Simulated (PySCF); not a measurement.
CH₅Ge₂N, SMILES [CH]1=[N][GeH2][GeH2]1. Geometry: B3LYP-D3(BJ)/def2-SVP. The structure was generated by enumeration, and PubChem lists no compound with its InChIKey, so it may never have been made.

Computed equilibrium geometry at B3LYP-D3(BJ)/def2-SVP (PySCF confirms it by a frequency run) as bond lengths and angles, and its point group:
point group Cs.
Atoms: C1 N2 Ge3 Ge4 H5 H6 H7 H8 H9. Bonded distances (Å): C1–N2 1.278, C1–Ge4 2.022, C1–H5 1.108, N2–Ge3 1.927, Ge3–Ge4 2.468, Ge3–H6 1.545, Ge3–H7 1.545, Ge4–H8 1.549, Ge4–H9 1.549. Angles (°): N2–C1–Ge4 110.7, N2–C1–H5 120.7, Ge4–C1–H5 128.5, C1–N2–Ge3 104.3, N2–Ge3–Ge4 76.3, N2–Ge3–H6 111.2, N2–Ge3–H7 111.2, Ge4–Ge3–H6 121.6, Ge4–Ge3–H7 121.6, H6–Ge3–H7 109.3, C1–Ge4–Ge3 68.7, C1–Ge4–H8 116.8, C1–Ge4–H9 116.8, Ge3–Ge4–H8 121.1, Ge3–Ge4–H9 121.1, H8–Ge4–H9 107.9.
